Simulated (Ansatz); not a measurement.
Na5⁻. Total charge -1; triplet. Geometry PBE0/def2-SVPD; atoms count from 1.

Cartesian coordinates in Å:
```
Na 1.442 0.837 1.854
Na -0.025 3.821 1.311
Na 0.827 -2.239 0.112
Na -1.240 -3.103 -2.428
Na -1.004 0.684 -0.849
```

At PBE0/def2-TZVPD a singlet of charge -1 lies 0.24 eV below the triplet, each at its own geometry. The structure comes from a short search, and lower isomers may exist.

(1) Estimate the Mulliken populations from the PBE0/def2-TZVPD orbitals of Ansatz.

(2) Where does the spin sit?

(3) And the Mayer bond orders between bonded heavy atoms (over 0.3)?

Results:

(1) 
```csv
atom,charge (e),spin (α − β)
Na1,-0.18,0.26
Na2,-0.26,0.45
Na3,-0.20,0.22
Na4,-0.27,0.48
Na5,-0.09,0.60
```
Mulliken values and Mayer orders depend strongly on the basis. With diffuse functions, as here, like atoms can get unlike values, and bond orders can come out too low or too high.

(2) Summed by element: Na 2.00, of 2 unpaired in all. Largest on single atoms: Na5 0.60, Na4 0.48, Na2 0.45.

(3) Na1–Na2 0.67 (3.37 Å); Na1–Na3 0.42 (3.59 Å); Na1–Na5 0.36 (3.65 Å); Na3–Na4 0.65 (3.39 Å); Na3–Na5 0.37 (3.58 Å).
